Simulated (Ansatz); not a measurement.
Ansatz results at the PBE0-D4/def2-TZVP geometry: LUMO energy (PBE/def2-TZVPP) 0.00 eV; LUMO energy (ωB97M-V/def2-TZVPP) 2.28 eV; HOMO energy (ωB97M-V/def2-TZVPP) -8.32 eV.

(1) Which molecule gave them?
A. `CC(C)(C)[N]([GeH3])C(C)(C)C`
B. `C=CCN[SiH2]Cl`
C. `BN([SiH3])C=C`
D. `C=CN(C)[SiH2]Cl`

Results:

(1) A. The others give `C=CCN[SiH2]Cl`: -0.89, 2.08, -9.66; `C=CN(C)[SiH2]Cl`: -0.55, 2.21, -8.54; `BN([SiH3])C=C`: -1.65, 1.18, -9.27.
